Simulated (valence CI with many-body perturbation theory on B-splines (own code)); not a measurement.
Values are calculated unless marked as measured or tabulated.
# Kr²²⁺: what the settings do

Level of theory: configuration interaction combined with many-body perturbation theory (CI+MBPT): four valence electrons over a frozen Dirac-Fock core [Ne], radial functions for each j: 6 s, 6 p, 5 d, 3 f, 1 g, with the one-electron correlation potential Σ1 (screened to all orders), the two-electron term Σ2, the three-electron term Σ3, Breit, model QED; selected single and double excitations, second order for the rest, scaled by the run's own slope (own B-spline code, finite nucleus).

No measured spectrum was set against this ion. As an estimate, levels of excited configurations hold to 0.05 to 0.15 % of their energy, terms of the ground configuration to about 0.5 %.

The reference run has the lowest level 3s²3p² ³P_0 and an ionisation energy of 997.913 eV. Its largest variational space holds 9997 state functions.

Names give the largest LS component (configuration and term), which can be under half, so a name can repeat, a term be missing and a line seem to break the LS rules; names also repeat where a configuration has a term twice. Letters in brackets count levels of one name in rising energy.

Changed runs:
A. size limit of the variational space 10000 → 6000; natural orbitals for correlation on → off
B. Davidson tolerance 2e-05 → 0.0003
C. Breit term on → off
D. correlating orbitals by l 3 3 3 2 1 → 0 0 0 0 0 (bad on purpose)

Excitation energies of the reference run in cm⁻¹, and shifts in cm⁻¹:

```tsv
Level	Reference	A	B	C	D
3s²3p² ³P_1	68302	-258	0	+1692	-348
3s²3p² ³P_2	94493	+152	0	+2135	+267
3s²3p² ¹D_2	185622	+331	0	+3615	+565
3s²3p² ¹S_0	255173	+1108	0	+3261	+1636
3s3p³ ⁵S°_2	467684	-1689	0	+890	-2302
3s3p³ ³D°_1	574268	-162	0	+745	-167
3s3p³ ³D°_2	583360	-388	0	+1396	-480
3s3p³ ³D°_3	610046	-395	0	+2478	-474
3s3p³ ³P°_0	672195	+298	0	+1666	+437
3s3p³ ³P°_2 [a]	679457	-19	0	+2569	+64
3s3p³ ³P°_1	681151	+191	0	+2171	+301
3s3p³ ³P°_2 [b]	742928	+44	0	+3768	+184
Ionisation energy (eV)	997.913	-0.206	0	+0.615	-0.249
```

No effect on these energies: B.
